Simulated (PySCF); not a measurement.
# Hartree-Fock beside MP2: BGeH3O

Calculated results; nothing here was measured. The program is PySCF 2.14.0, an open-source quantum chemistry code, run on an isolated molecule that a program drew, which may never have been made. The molecule is BGeH3O (charge 0, singlet), drawn as the SMILES string `O[BH][GeH]`.

The geometry was optimised and harmonic frequencies were computed with HF and MP2, all in the cc-pVDZ basis, for the commonest isotopes, with a restricted reference for singlets and an unrestricted one otherwise, and a frozen core in MP2. Germanium has the cc-pVDZ-PP basis, with a core potential (ECP10MDF) in place of its 10 inner electrons, and its 3s, 3p and 3d shells are frozen in MP2. Each result is a local minimum of its method.

Geometry at the HF minimum:
```xyz
6
BGeH3O, angstrom
O    -0.2621    1.6013   -0.3132
B     0.9881    1.2461    0.0562
Ge    2.3284    2.1555    1.4437
H    -0.5927    2.3942    0.0782
H     1.3960    0.2244   -0.4480
H     3.0826    2.9294    0.2834
```

Lengths of the bonds as drawn, in Å (atoms numbered as above):
```
bond,HF,MP2
O1-B2,1.351,1.367
B2-Ge3,2.133,2.120
O1-H4,0.944,0.966
B2-H5,1.210,1.221
Ge3-H6,1.586,1.594
```

Rotational constants, in GHz:
```
constant     HF    MP2
       A  46.47  49.26
       B  3.064  2.989
       C  2.957  2.898
```

Harmonic frequencies in cm^-1, each column in rising order, so a row needn't be the same motion in every method:
| rank | HF | MP2 |
|---|---|---|
| 1 | 212 | 178 |
| 2 | 234 | 263 |
| 3 | 427 | 376 |
| 4 | 437 | 402 |
| 5 | 701 | 676 |
| 6 | 916 | ? |
| 7 | 1047 | 978 |
| 8 | 1242 | 1187 |
| 9 | 1357 | 1308 |
| 10 | 1993 | 1954 |
| 11 | 2620 | 2548 |
| 12 | 4173 | 3864 |

**Estimate the missing MP2 frequency from the HF column.**

A single factor s that minimises the squared misfit of MP2 against s times HF over the other rows is sum(HF x MP2) / sum(HF^2) = 0.9460, with an rms misfit of 43 cm^-1. For rank 6 it gives 0.9460 x 916 = 867 cm^-1. The calculation gives 884 cm^-1, 17 cm^-1 above the estimate. The drawn bonds are on average 0.9 % longer in MP2 than in HF.
